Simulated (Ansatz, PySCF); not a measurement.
Process, species as SMILES: C[S][GeH2] → C[S][GeH2-] (an electron is taken up)
Geometries: B3LYP-D3(BJ)/def2-TZVP minima from Ansatz (a first-principles code), one conformer each, not searched for the lowest. Frequencies are from Ansatz or PySCF.

Quantity: adiabatic electron affinity (0 K, with B3LYP-D3(BJ) harmonic zero-point energies), positive where the reaction releases energy, in eV. Cores are frozen in the correlated levels unless marked. Open shells are spin-unrestricted. No spin-orbit coupling. The frozen core is the preceding noble-gas configuration, with the filled d and f shells of earlier blocks. No relativistic terms. Anions need diffuse functions: def2-D sets add few; the other sets have none. CBS(X,Y): correlation extrapolated as X^-3; Hartree-Fock from the larger set.

```
level                                        program  adiabatic electron affinity (eV)  minus last row
------------------------------------  --------------  --------------------------------  --------------
HF/STO-3G                                     Ansatz                             -3.59           -5.55
HF/def2-TZVPPD                                Ansatz                              0.89           -1.07
BLYP-D4/def2-TZVPD                    Ansatz + dftd4                              1.96            0.00
B3LYP-D4/def2-TZVPD                   Ansatz + dftd4                              2.05            0.09
BHLYP/def2-TZVPD                              Ansatz                              1.79           -0.17
RPA@PBE/def2-TZVPP                            Ansatz                              2.01            0.05
CCSD(T)/CBS(def2-TZVPPD,def2-QZVPPD)          Ansatz                              1.96            0.00
```
